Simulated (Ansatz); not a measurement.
`CN(C)c1ccc(-c2ccc(-c3ccc(C#N)nc3)nc2)nc1`. The state is a triplet with charge 0. Geometry r2SCAN-D4/def2-SVP, that of the neutral singlet.

| atom | x (Å) | y (Å) | z (Å) |
| --- | --- | --- | --- |
| C1 | 3.998 | -2.607 | 4.298 |
| N2 | 4.149 | -1.790 | 3.114 |
| C3 | 5.465 | -1.381 | 2.670 |
| C4 | 3.038 | -1.394 | 2.416 |
| C5 | 1.726 | -1.754 | 2.809 |
| C6 | 0.641 | -1.320 | 2.059 |
| C7 | 0.842 | -0.526 | 0.914 |
| C8 | -0.265 | -0.035 | 0.073 |
| C9 | -1.624 | -0.211 | 0.387 |
| C10 | -2.604 | 0.280 | -0.468 |
| C11 | -2.221 | 0.952 | -1.644 |
| C12 | -3.197 | 1.500 | -2.610 |
| C13 | -2.750 | 2.248 | -3.714 |
| C14 | -3.674 | 2.761 | -4.616 |
| C15 | -5.039 | 2.509 | -4.387 |
| C16 | -6.026 | 3.028 | -5.298 |
| N17 | -6.802 | 3.460 | -6.051 |
| N18 | -5.489 | 1.793 | -3.344 |
| C19 | -4.591 | 1.310 | -2.493 |
| N20 | -0.921 | 1.133 | -1.945 |
| C21 | 0.009 | 0.663 | -1.126 |
| N22 | 2.089 | -0.187 | 0.539 |
| C23 | 3.132 | -0.592 | 1.242 |
| H24 | 4.989 | -2.828 | 4.713 |
| H25 | 3.501 | -3.568 | 4.074 |
| H26 | 3.408 | -2.096 | 5.081 |
| H27 | 5.572 | -0.282 | 2.653 |
| H28 | 6.218 | -1.783 | 3.359 |
| H29 | 5.695 | -1.758 | 1.656 |
| H30 | 1.553 | -2.371 | 3.692 |
| H31 | -0.364 | -1.614 | 2.371 |
| H32 | -1.930 | -0.723 | 1.303 |
| H33 | -3.657 | 0.147 | -0.209 |
| H34 | -1.676 | 2.405 | -3.835 |
| H35 | -3.360 | 3.347 | -5.483 |
| H36 | -5.006 | 0.725 | -1.663 |
| H37 | 1.056 | 0.831 | -1.404 |
| H38 | 4.112 | -0.273 | 0.870 |

Single mean-field runs in def2-TZVP are fitted with def2-universal-jkfit. At PBE0-D4/def2-TZVP a singlet of charge 0 lies 2.59 eV below the triplet at the same geometry.

Problem. Estimate the α-spin orbital energies around the gap (eV) in Ansatz with PBE-D4/def2-TZVP, PBE0-D4/def2-TZVP.

Solution. 
```tsv
orbital	PBE-D4/def2-TZVP	PBE0-D4/def2-TZVP
HOMO−5	-6.47	-8.09
HOMO−4	-6.31	-7.45
HOMO−3	-5.85	-7.40
HOMO−2	-5.73	-7.28
HOMO−1	-5.61	-6.59
HOMO	-2.98	-3.49
LUMO	-2.47	-1.68
LUMO+1	-1.93	-1.29
LUMO+2	-1.81	-0.93
LUMO+3	-1.39	-0.43
LUMO+4	-0.63	0.17
LUMO+5	-0.60	0.20
β HOMO	-5.68	-6.65
β LUMO	-5.19	-4.78
```
